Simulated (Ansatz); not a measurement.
Geometry optimisation, Ansatz, RKS LDA/def2-SVP.

Input file:

```yaml
crystal:
  periodic: [false, false, false]
  atoms:
    - { symbol: B, position_ang: [-0.005354, 0.626685, -0.452975] }
    - { symbol: Cl, position_ang: [0.074996, -0.362693, 2.447275] }
    - { symbol: "N", position_ang: [1.222856, 0.070021, -0.798514] }
    - { symbol: H, position_ang: [1.366203, -0.928832, -0.963135] }
    - { symbol: H, position_ang: [2.079884, 0.62535, -0.775529] }
    - { symbol: O, position_ang: [-1.220166, 0.046938, -0.378666] }
    - { symbol: H, position_ang: [-1.201, -0.925882, -0.336093] }
    - { symbol: Br, position_ang: [-0.013153, 2.599983, -0.061052] }
    - { symbol: H, position_ang: [-0.145166, 0.914731, 2.10049] }
basis:
  gaussian: { orbitals: def2-SVP }
hamiltonian:
  xc: lda
relax:
  f_tol: 0.03
  max_steps: 50
```

Command:

```bash
$ ansatz run input.yaml --threads 4 --pin off --max-ram 5120MiB --backend cpu --events-out ev --progress --plain --runs-dir out
```

Question: Where does it end, and by what steps?

Answer: It converged. The force dipped under the threshold on the way, but the program's further checks kept it going. After 10 steps the energy has fallen by 0.123 eV; Cl2 moved furthest, 0.44 Å.

| step | energy less start (eV) | largest force component (eV/Å) | accepted |
| --- | --- | --- | --- |
| 0 | 0.0000 | 0.946 | yes |
| 1 | -0.0457 | 1.119 | yes |
| 2 | -0.0972 | 0.257 | yes |
| 3 | -0.1159 | 0.244 | yes |
| 4 | -0.1197 | 0.144 | yes |
| 5 | -0.1216 | 0.049 | yes |
| 6 | -0.1212 | 0.143 | no |
| 7 | -0.1227 | 0.019 | yes |
| 8 | -0.1230 | 0.038 | yes |
| 9 | -0.1230 | 0.016 | no |
| 10 | -0.1231 | 0.008 | yes |

```xyz
9
Properties=species:S:1:pos:R:3
B -0.016 0.566 -0.420
Cl 0.067 -0.058 2.759
N 1.209 0.049 -0.837
H 1.341 -0.915 -1.151
H 2.073 0.587 -0.752
O -1.222 -0.033 -0.429
H -1.207 -0.982 -0.647
Br -0.026 2.409 0.226
H -0.060 1.043 2.033
```

The run took 18 s on 4 threads of Arm Neoverse N1 (shared host), peak memory 0.18 GiB.
